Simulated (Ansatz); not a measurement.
Consider the formal exchange of groups at the Si–O bond: `[AlH2][O][SiH2]S` + `O[SiH2]F` → `O[SiH](F)[SiH2]S` + `[OH][AlH2]`.

Calculated with Ansatz (gas phase, PBE0-D4/def2-TZVP geometries, no zero-point term in ΔE). CCSD(T)/CBS is the MP2 limit (def2-TZVPP, def2-QZVPP) plus CCSD(T) − MP2 in def2-TZVPP, frozen cores. This one scheme is used for every species. One conformer a species, not always the lowest.

| species | CCSD(T)/def2-TZVPP energy (Eh) |
| --- | --- |
| `[AlH2][O][SiH2]S` | -1007.04430 |
| `O[SiH2]F` | -465.84667 |
| `O[SiH](F)[SiH2]S` | -1153.86793 |
| `[OH][AlH2]` | -318.97247 |

Task: Work out ΔE.

Result: ΔE = (-1153.86793) + (-318.97247) − (-1007.04430) − (-465.84667) = 0.05057 Eh = +132.8 kJ/mol. CCSD(T)/CBS gives +130.7 kJ/mol.

Largest T1 diagnostic among the species: 0.013.

From PBE to PBE0 (25 % exact exchange), in def2-TZVPP and without D4, ΔE moves by +12.0 kJ/mol. The D4 term adds −4.6 kJ/mol with B3LYP and −2.6 kJ/mol with PBE0; it sums over pairs of atoms, weighted by their polarisabilities, and B3LYP, whose exchange is more repulsive, gets the larger term.

B3LYP here is the variant with VWN-RPA as its local correlation; programs differ in this.
